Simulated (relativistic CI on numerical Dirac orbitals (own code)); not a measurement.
# Slater and spin-orbit integrals, Os68+

These numbers are calculated, not measured: Dirac-Coulomb-Breit CI, orbitals from a KLI potential per configuration, model QED (radiative potential, 1s self-energy scaled to tabulated hydrogen-like ionisation energies), unscaled Slater integrals (own radial code, finite nucleus).

Slater integrals F^k, G^k are unscaled and averaged over j, outside the closed core 1s2; ζ comes from projecting the Hamiltonian with its Breit term on Σ l·s of the shell.

- 2s²2p⁴: F^2(2p,2p) = 1.4475e+06, ζ(2p) = 8.5634e+06 cm⁻¹; <r>(2p) = 0.06464, <r^2>(2p) = 0.005108 (bohr units).
- 2s2p⁵: G^1(2s,2p) = 1.5722e+06, ζ(2p) = 8.5454e+06 cm⁻¹; <r>(2s) = 0.07244, <r^2>(2s) = 0.006249, <r>(2p) = 0.0647, <r^2>(2p) = 0.005118 (bohr units).
- 2p⁵3s: ζ(2p) = 8.6238e+06, G^1(2p,3s) = 158350 cm⁻¹; <r>(2p) = 0.0645, <r^2>(2p) = 0.005085, <r>(3s) = 0.1719, <r^2>(3s) = 0.03384 (bohr units).

Averages of the first 10 configurations, taken without configuration mixing, which lowers the lowest level and can move excited configurations by several eV; other configurations of the list can lie among them:

| Configuration | Parity | States | Average energy above the lowest level (eV) |
| --- | --- | --- | --- |
| 2s²2p⁴ | even | 15 | 1071.2 |
| 2s2p⁵ | odd | 12 | 2575.7 |
| 2p⁶ | even | 1 | 4144.4 |
| 2p⁵3s | odd | 12 | 13729.8 |
| 2s²2p³3s | odd | 40 | 10729.8 |
| 2p⁵3p | even | 36 | 14152.7 |
| 2p⁵3d | odd | 60 | 14500.9 |
| 2s²2p³3p | even | 120 | 11165.1 |
| 2s²2p³3d | odd | 200 | 11513.3 |
| 2s2p⁴3s | even | 60 | 12197.4 |
